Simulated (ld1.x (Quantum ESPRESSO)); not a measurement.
## Varying the TM potential for tellurium (Te)

Base potential:

| Property | Result |
| --- | --- |
| Element | Te (Z = 52) |
| Generator | ld1.x (Quantum ESPRESSO) 7.5 |
| Type | norm-conserving Troullier–Martins (Kleinman–Bylander form) |
| Functional | PBEsol |
| Relativity | scalar-relativistic |
| Frozen core | [Kr] 4d10 |
| Valence charge | 6 |
| Reference configuration | 5s2 5p4 |
| Partial waves | 5s (bound): rc 1.90 bohr; 5p (bound): rc 2.15 bohr |
| Local potential | all-electron potential smoothed inside 1.95 bohr (lloc = -2) |
| Core correction | none |

All-electron outer shells of the reference configuration (PBEsol, scalar-relativistic, ld1.x):

| shell | level (eV) | outermost node (bohr) | outermost maximum (bohr) |
| --- | --- | --- | --- |
| 4p | -114.23 | 0.38 | 0.74 |
| 4d | -41.59 | 0.36 | 0.81 |
| 5s | -15.15 | 0.91 | 1.80 |
| 5p | -5.97 | 1.00 | 2.17 |

Cutoffs, loose and tight: the cutoffs (Ry, on a coarse ladder) from which the occupation-weighted sum of valence levels, in a spherical-Bessel basis at the reference potential, stays within 10 and 1 mRy of its value at 400 Ry. They do not see the model core or the augmentation charge, which bear on the density cutoff. Test errors are all-electron minus pseudo excitation energies from the reference, over the configurations 5s2 5p3; 5s2 5p2; 5s2 5p1; 5s2 5p3.5; 5s1 5p4; 5s2 5p0; 5s2 5p4.3. A dash means not determined; rows that change the core or the reference have their own tests.

A true bound ghost makes a file unfit for plane-wave use even where its test errors are small: the radial tests pick states by their node count and pass the ghost by.

| change | outcome | cutoff, loose | cutoff, tight | bound ghosts | largest test error (meV) |
| --- | --- | --- | --- | --- | --- |
| base | generated | 30 Ry | 40 Ry | none | -59 |
| wave 5p (bound): rc 2.15 bohr becomes 5p (bound): rc 1.44 bohr | generated | 120 Ry | 200 Ry | p | +47 |
| wave 5p (bound): rc 2.15 bohr becomes 5p (bound): rc 1.64 bohr | generated | 40 Ry | 90 Ry | none | -89 |
| wave 5p (bound): rc 2.15 bohr becomes 5p (bound): rc 1.88 bohr | generated | 30 Ry | 55 Ry | none | -77 |
| wave 5p (bound): rc 2.15 bohr becomes 5p (bound): rc 2.14 bohr | generated | 30 Ry | 40 Ry | none | -58 |
| wave 5p (bound): rc 2.15 bohr becomes 5p (bound): rc 2.30 bohr | generated | 30 Ry | 40 Ry | none | -66 |
| wave 5p (bound): rc 2.15 bohr becomes 5p (bound): rc 2.72 bohr | generated | 30 Ry | 40 Ry | none | -152 |
| wave 5p (bound): rc 2.15 bohr becomes 5p (bound): rc 2.98 bohr | generated | 25 Ry | 40 Ry | none | -255 |
| wave 5p (bound): rc 2.15 bohr becomes 5p (bound): rc 3.20 bohr | generated | 25 Ry | 40 Ry | none | -356 |

(1) What comes out with this change to the base: wave 5p (bound): rc 2.15 bohr becomes 5p (bound): rc 2.50 bohr?

Answers

(1) outcome: generated; cutoff, loose: 30 Ry; cutoff, tight: 40 Ry; bound ghosts: none; largest test error (meV): -101.

Reading the sweep of the p radius (base included, trends over the rows without a ghost): The loose cutoff falls from 40 Ry at 1.64 to 25 Ry at 3.2 bohr. A larger radius leaves more room for a smooth pseudo-wave, so fewer plane waves are needed; a smaller one forces it to follow the all-electron wave where it bends sharply. The median size of the test errors (rows with all tests solved) is not monotonic: lowest 7.9 meV at 2.14 bohr, highest 33.5 meV at 3.2 bohr. Bound ghosts are found at 1.44 bohr.
